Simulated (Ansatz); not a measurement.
Computed with Ansatz on PBE0-D4/def2-TZVP structures; ΔE is electronic, products minus reactants. CBS: MP2 limit from def2 TZ/QZ plus the TZ coupled-cluster correction, frozen cores. This one scheme is used for every species. Functionals use def2-TZVPP. One conformer a species, not always the lowest.

`B[SiH2]C(=N)O` + `OBF` → `B[SiH2]OBF` + `N=CO`  (ligand exchange at the Si–C bond)

CCSD(T)/CBS gives -108.5 kJ/mol.

(1) Another level gave -107.7 kJ/mol. Which?
A. SCS-MP2/def2-TZVPP
B. CCSD(T)/def2-TZVPP
C. PBE/def2-TZVPP
D. PBE0-D4/def2-TZVPP

Largest T1 diagnostic among the species: 0.014.

Answers

(1) B. CCSD(T)/def2-TZVPP -107.7, PBE0-D4 -102.2, SCS-MP2/def2-TZVPP -113.3, PBE -96.2 kJ/mol.

The D4 term adds +3.3 kJ/mol with B3LYP and +1.8 kJ/mol with PBE0; it sums over pairs of atoms, weighted by their polarisabilities, and B3LYP, whose exchange is more repulsive, gets the larger term. From PBE to PBE0 (25 % exact exchange), in def2-TZVPP and without D4, ΔE moves by −7.8 kJ/mol.

B3LYP here is the variant with VWN-RPA as its local correlation; programs differ in this.
